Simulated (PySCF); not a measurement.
# Do core-level shifts follow atomic charges?

Compound: CH7NSi3.
Atom-mapped SMILES: `[N:1]#[C:2][SiH2:3][SiH2:4][SiH3:5]`

Binding energies: PySCF, delta-SCF UKS SCAN, pcX-2 on the ionised atom, pcseg-1 elsewhere, spin-free X2C. Charges: PBE0/pcSseg-1 ground-state density, for the ionised atom.

```json
{"atom": "Si4", "environment": "SiH2 silicon", "Si 1s (eV)": "1846.38", "Mulliken (e)": "-0.030", "IAO (e)": "+0.147", "Hirshfeld (e)": "+0.160", "ESP (e)": "+0.121"}
{"atom": "Si5", "environment": "SiH3 silicon", "Si 1s (eV)": "1846.53", "Mulliken (e)": "+0.209", "IAO (e)": "+0.293", "Hirshfeld (e)": "+0.222", "ESP (e)": "+0.176"}
{"atom": "Si3", "environment": "SiH2 silicon", "Si 1s (eV)": "1847.29", "Mulliken (e)": "+0.406", "IAO (e)": "+0.454", "Hirshfeld (e)": "+0.286", "ESP (e)": "+0.221"}
```

**Question.** Give the correlation coefficient and slope of binding energy on charge for each scheme.

**Answer.** IAO: r = 0.94, slope 3.0 eV per e; Hirshfeld: r = 0.94, slope 7.2 eV per e; Mulliken: r = 0.91, slope 2.0 eV per e; ESP: r = 0.91, slope 8.8 eV per e. On 3 points no scheme stands out.

**Question.** The point-charge model writes a binding energy as kq + V + constant, with V the potential of the other atoms' charges at the site. What does it give with the Mulliken charges?

**Answer.** V = Σ 14.40 eV Å × q/r over all other atoms: +1.29 eV at Si4, -1.42 eV at Si5, -2.77 eV at Si3. Fitting binding energy − V to q gives k = 11.4 eV per e and leaves an rms residual of 0.06 eV, against 0.16 eV for the fit on q alone. The model has no term for differences in relaxation between sites.

The structure is a single PBE0-D3(BJ)/def2-SVP conformer in the gas phase; no vibrational or solvent corrections.

Shape of the structure used: `[N:1]#[C:2][SiH2:3][SiH2:4][SiH3:5]`: C2–Si3–Si4–Si5 -54°.
